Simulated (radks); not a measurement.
The numbers below are computed, except where a source is named.
Task: All-electron atom: the copper ion Cu13+ in [Ne] 3s2 3p(1/2: 1, 3/2: 3) (the NIST ground configuration). Level of theory: Dirac Kohn-Sham, relativistic LDA (MacDonald-Vosko exchange, VWN5 correlation), spin-unpolarised, spherical densities, finite nucleus; Fermi nuclear charge, rms radius 3.8823 fm (a radial shooting solver on a logarithmic mesh with Libxc functionals). Some entries of the table are withheld. Estimate them.

orbital,occ.,eigenvalue (eV),r(max) (bohr)
1s1/2,2,-9226.204,0.03423
2s1/2,2,(1),(2)
2p1/2,2,-1348.709,0.1562
2p3/2,4,-1328.168,0.1589
3s1/2,2,(3),(4)
3p1/2,1,-424.6443,0.5572
3p3/2,3,-420.7039,0.5629

Result: 
(1) 2s1/2 eigenvalue (eV): -1476.170
(2) 2s1/2 r(max) (bohr): 0.1969
(3) 3s1/2 eigenvalue (eV): -465.7182
(4) 3s1/2 r(max) (bohr): 0.5717
